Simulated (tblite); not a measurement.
Compound: C5H8ClO2 (charge -1).
Atom-mapped SMILES: `[CH3:1][C@@H:2]([CH2:3][CH2:4][Cl:5])[C:6](=[O:7])[O-:8]` (hydrogens: H9, H10, H11 on C1; H12 on C2; H13, H14 on C3; H15, H16 on C4)

Computed geometry: GFN2-xTB, gas phase.

Problem. Give the optimised bond lengths and angles.

Solution. 
```json
{"bond": "C1–C2", "length (bohr)": "2.874"}
{"bond": "C2–C3", "length (bohr)": "2.896"}
{"bond": "C3–C4", "length (bohr)": "2.860"}
{"bond": "C4–Cl5", "length (bohr)": "3.366"}
{"bond": "C2–C6", "length (bohr)": "3.032"}
{"bond": "C6=O7", "length (bohr)": "2.330"}
{"bond": "C6–O8", "length (bohr)": "2.342"}
{"bond": "C1–H9, C1–H10, C1–H11", "length (bohr)": "2.060"}
{"bond": "C2–H12", "length (bohr)": "2.073"}
{"bond": "C3–H13", "length (bohr)": "2.067"}
{"bond": "C3–H14", "length (bohr)": "2.077"}
{"bond": "C4–H15", "length (bohr)": "2.059"}
{"bond": "C4–H16", "length (bohr)": "2.061"}
```

Bonds in one row agree within 0.02 bohr and their mean is given. A selection of angles:
```json
{"angle": "C1–C2–C3", "degrees": "110.5"}
{"angle": "C1–C2–C6", "degrees": "111.3"}
{"angle": "C3–C2–C6", "degrees": "107.9"}
{"angle": "C2–C3–C4", "degrees": "110.0"}
{"angle": "C3–C4–Cl5", "degrees": "111.2"}
{"angle": "C2–C6–O7", "degrees": "116.2"}
{"angle": "C2–C6–O8", "degrees": "114.2"}
{"angle": "O7–C6–O8", "degrees": "129.6"}
```

Dihedral angles: C1–C2–C3–C4 -174° (antiperiplanar); C2–C3–C4–Cl5 -179° (antiperiplanar); C1–C2–C6–O7 -26° (synperiplanar).

Of the pairs four or more bonds apart, O8···H15 is among the closest relative to their van der Waals radii: 2.26 Å, 83 % of the sum of Bondi's values. The 4 C–C bonds span 1.513 Å (C3–C4, drawn single) to 1.604 Å (C2–C6, drawn single), a spread of 0.091 Å. C6 (carboxylate carbon) is planar (angles 129.6°, 116.2° and 114.2°, sum 360.0°, 0.01 Å off the plane of its three neighbours).

Point group: C1 (no symmetry element, even within 0.4 Å). Its lowest GFN2-xTB frequency is 13 cm⁻¹, too small to tell a flat minimum from a shallow saddle.

One conformer stands for the species.
